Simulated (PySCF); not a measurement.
**How methods differ on the electron affinity of Co**

Co⁻ [Ar] 3d8 4s2 (3F) → Co [Ar] 3d7 4s2 (4F), as a difference of total energies. Calculation: PySCF 2.14, in def2-TZVPPD (6s6p4d2f1g, 67 functions); no relativity, point nucleus. Correlated levels: valence: [Ar] frozen. The calculations carry no spin-orbit coupling.

| method | electron affinity (eV) |
| --- | --- |
| UHF | -2.181 |
| MP2 (valence) | 0.469 |
| SCS-MP2 (valence) | 0.353 |
| CCSD (valence) | -0.065 |
| CCSD(T) (valence) | 0.209 |

A first-order spin-orbit estimate (lowest level to lowest level, LS coupling) adds -0.009 eV.

These non-relativistic numbers lack the scalar-relativistic shift.

Errors of the correlated levels include the incompleteness of this basis and the frozen core.

A negative affinity means that the anion lies above the atom at that level of theory.

The coupled-cluster amplitudes are large for Co⁻ (T1 above 0.03 or a double amplitude above 0.15), so a single reference is strained.

For comparison: 0.662 eV (measured; photodetachment measurements, as compiled on the Wikipedia data page of electron affinities).
